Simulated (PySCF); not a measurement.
Compound: C₂H₈FGeN.
Numbering: `[NH2:1][GeH2:2][CH2:3][CH2:4][F:5]` (hydrogens: H6, H7 on N1; H8, H9 on Ge2; H10, H11 on C3; H12, H13 on C4)

Method: PySCF 2.14.0, PBE0-D3(BJ)/def2-SVP geometry optimisation, gas phase; density fitting, grid level 1; the optimiser is geomeTRIC in internal coordinates, started from a GFN2-xTB structure with every atom displaced at random (about 0.01 Å).

The end geometry, which sets the zero of energy:
```
atom  x, y, z in Å
N1      1.8368    0.7613   -0.4891
Ge2     0.9968   -0.8616   -0.2927
C3     -0.7974   -0.6948    0.5305
C4     -1.4084    0.6432    0.1933
F5     -1.3042    0.8816   -1.1660
H6      2.1277    1.2089    0.3753
H7      1.2939    1.4254   -1.0361
H8      0.8658   -1.4808   -1.6933
H9      1.8980   -1.7347    0.6019
H10    -1.4312   -1.5180    0.1631
H11    -0.7206   -0.8029    1.6242
H12    -2.4774    0.7001    0.4619
H13    -0.8770    1.4580    0.7148
```

**Question.** These geometries come from the run, each turned onto the end geometry. Order them by energy, lowest first.
A.
```
atom  x, y, z in Å
N1      1.9404    0.7417   -0.4208
Ge2     0.9886   -0.8470   -0.3342
C3     -0.7463   -0.6308    0.5902
C4     -1.4723    0.6120    0.1308
F5     -1.3338    0.7749   -1.2355
H6      2.1888    1.1291    0.4890
H7      1.3833    1.4307   -0.9213
H8      0.7532   -1.3048   -1.7925
H9      1.8341   -1.8953    0.4349
H10    -1.3539   -1.5352    0.3970
H11    -0.5753   -0.5842    1.6769
H12    -2.5488    0.5751    0.3596
H13    -1.0552    1.5192    0.6138
```
B.
```
atom  x, y, z in Å
N1      1.9692    0.6877   -0.4103
Ge2     0.9568   -0.8072   -0.3512
C3     -0.7995   -0.6535    0.6271
C4     -1.4808    0.5855    0.1579
F5     -1.3410    0.6983   -1.2185
H6      2.2832    1.0916    0.4561
H7      1.5679    1.4671   -0.9603
H8      0.7516   -1.1950   -1.7748
H9      1.8285   -1.8075    0.3648
H10    -1.3779   -1.5420    0.4467
H11    -0.6396   -0.5922    1.7223
H12    -2.5888    0.5481    0.3414
H13    -1.1265    1.5048    0.5866
```
C.
```
atom  x, y, z in Å
N1      1.9041    0.7381   -0.4384
Ge2     0.9768   -0.8427   -0.3277
C3     -0.7748   -0.6601    0.5732
C4     -1.4636    0.6175    0.1552
F5     -1.3269    0.8180   -1.2078
H6      2.1636    1.1483    0.4544
H7      1.4377    1.4502   -0.9955
H8      0.7853   -1.3569   -1.7611
H9      1.8478   -1.8209    0.4838
H10    -1.3810   -1.5500    0.3423
H11    -0.6132   -0.6494    1.6634
H12    -2.5439    0.6104    0.3812
H13    -1.0092    1.4830    0.6650
```
D.
```
atom  x, y, z in Å
N1      1.9304    0.7362   -0.4278
Ge2     0.9836   -0.8450   -0.3331
C3     -0.7551   -0.6399    0.5852
C4     -1.4707    0.6136    0.1381
F5     -1.3342    0.7911   -1.2270
H6      2.1776    1.1288    0.4774
H7      1.4078    1.4405   -0.9468
H8      0.7672   -1.3173   -1.7782
H9      1.8323   -1.8686    0.4453
H10    -1.3567   -1.5424    0.3848
H11    -0.5865   -0.6002    1.6733
H12    -2.5506    0.5852    0.3641
H13    -1.0423    1.5035    0.6326
```
E.
```
atom  x, y, z in Å
N1      1.8619    0.7516   -0.4540
Ge2     0.9818   -0.8502   -0.3115
C3     -0.7911   -0.6824    0.5544
C4     -1.4380    0.6282    0.1772
F5     -1.3083    0.8503   -1.1837
H6      2.1441    1.1884    0.4180
H7      1.4002    1.4388   -1.0424
H8      0.8180   -1.4163   -1.7320
H9      1.8748   -1.7734    0.5436
H10    -1.4168   -1.5395    0.2569
H11    -0.6605   -0.7324    1.6472
H12    -2.5150    0.6537    0.4153
H13    -0.9481    1.4687    0.6990
```

**Answer.** E (0.005 eV), C (0.009 eV), D (0.016 eV), A (0.029 eV), B (0.176 eV).

In the order of the answer:

| step | E above end (eV) | largest force (eV/Å) | rms force component (eV/Å) | rms distance from end (Å) | rms bond change (Å) | bond most changed (Å) |
| --- | --- | --- | --- | --- | --- | --- |
| 6 | 0.005 | 0.08 | 0.020 | 0.070 | 0.002 | N1–Ge2 -0.005 |
| 4 | 0.009 | 0.08 | 0.023 | 0.130 | 0.001 | Ge2–C3 -0.003 |
| 2 | 0.016 | 0.16 | 0.038 | 0.165 | 0.003 | N1–Ge2 +0.008 |
| 1 | 0.029 | 0.35 | 0.108 | 0.180 | 0.007 | N1–Ge2 +0.016 |
| 0 | 0.176 | 2.13 | 0.631 | 0.226 | 0.026 | Ge2–H8 -0.047 |

The cost below is that of the whole optimisation. On one thread of an Arm Neoverse V1, no GPU, on a shared host, this took 72 s wall and 0.55 GiB of memory at its peak.
